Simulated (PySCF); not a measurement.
**Static response to an electric field**

Compound: CH10N2OSi2.
Geometry (GFN2-xTB, Å), atoms numbered from 1 in this order:
```xyz
16
CH10N2OSi2 angstrom
N     -2.2735    1.4950    0.5344
Si    -1.3197    0.2069   -0.1042
N     -1.3752   -1.0311    1.0903
C      0.4938    0.7755   -0.1746
O      1.2676   -0.3522   -0.5356
Si     2.6606   -0.8824    0.0768
H     -2.2666    2.3831    0.0614
H     -3.2088    1.2819    0.8389
H     -1.7103   -0.2334   -1.4595
H     -2.2507   -1.4790    1.3049
H     -0.6347   -1.7133    1.0707
H      0.8295    1.1791    0.7820
H      0.6578    1.5513   -0.9274
H      2.7607   -2.1501   -0.6317
H      3.7818    0.0227   -0.2043
H      2.5802   -1.0452    1.5338
```

Level: B3LYP/def2-SVPD (PySCF), static field, nuclei fixed, core orbitals frozen in the response. The polarisability tensor in these axes (au):

```
x   94.60 -5.35 -1.03
y   -5.35 83.08 -0.74
z   -1.03 -0.74 77.95
```

Q: Diagonalise the tensor; give its mean and Δα, where Δα² is half the sum of the squared differences of the eigenvalues.

A: Principal values 77.59, 81.31 and 96.73 au; mean 85.21 au = 12.63 Å³ = 14.05 × 10⁻⁴⁰ C²·m²/J; Δα = 17.58 au (21 % of the mean).

Q: What is the dipole moment, and where does it point?

A: (-1.21, 0.42, 0.04) D, 1.28 D in size, pointing from the negative to the positive side. Measured along this direction, the outermost atoms are H15 at the negative end and H8 at the positive end.

Q: Sum over states: ᾱ = Σ f/ω², ω in Eh. What share falls to these 8 lowest TDDFT singlets (eV, f)? 5.95, 0.0008; 6.05, 0.0189; 6.21, 0.0054; 6.39, 0.0082; 6.58, 0.0229; 6.71, 0.0105; 6.88, 0.0248; 6.94, 0.0217.

A: They add up to 1.94 au, 2.3 % of the 85.21 au; the largest single term is 0.39 au, from the state at 6.58 eV. Terms in order: 0.02, 0.38, 0.10, 0.15, 0.39, 0.17, 0.39, 0.33 au. Higher excitations give the rest. The strengths listed sum to 0.113.

Q: Along which axes do the principal values lie, and how far do the nuclei extend along each?

A: Largest value along (0.93, -0.36, -0.04), where the nuclei span 7.00 Å; middle along (0.34, 0.89, -0.30), 4.35 Å; least along (0.14, 0.27, 0.95), 3.24 Å. The response follows the extents in order.

Q: Find the Langevin capture rate constant for H3O+ (19.018 u) meeting this molecule (122.033 u), k = 2.342 × 10⁻⁹ cm³/s × √(α in Å³ / reduced mass in u).

A: The reduced mass is 16.45 u, so k = 2.05 × 10⁻⁹ cm³/s. The formula leaves out the permanent dipole, which adds to the capture rate.

Q: In a dilute gas of rigid molecules at 298 K, how does the orientational term μ²/3kT compare with the electronic polarisability?

A: In Gaussian units μ²/3kT = 13.27 Å³ against 12.63 Å³, a ratio of 1.05; the Debye molar polarisation (4π/3)N_A(α + μ²/3kT) is 65.3 cm³/mol, leaving out the vibrational part.

Q: What depolarisation ratio follows for Rayleigh scattering of linearly polarised light, taking the static tensor?

A: ρ = 3Δα²/(45ᾱ² + 4Δα²) = 927.0/(326721 + 1236.0) = 0.00283.

The structure is a single GFN2-xTB conformer in the gas phase; no vibrational or solvent corrections. GFN2-xTB frequencies show an imaginary mode (32i cm⁻¹), so this geometry is no minimum at that level.
